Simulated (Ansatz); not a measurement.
A geometry relaxed with PBE-D3(BJ)/def2-TZVP run with Ansatz (an electronic-structure program), charge 0, multiplicity 1:

```xyz
12

C     -0.0946     0.5966    -0.5752
C      0.9171    -0.4872    -0.3835
H      0.2587     1.5499    -0.1515
H     -2.7816     1.1888    -0.0556
C      1.9669    -0.4333     0.4437
H     -0.2982     0.7643    -1.6461
H      2.1810     0.4585     1.0381
Si    -1.7453     0.1522     0.2520
H      0.7445    -1.4069    -0.9541
H     -1.5669     0.0650     1.7334
H      2.6482    -1.2775     0.5525
H     -2.2297    -1.1704    -0.2537
```

Task: Write the SMILES of this molecule.

Result: `C=CC[SiH3]`
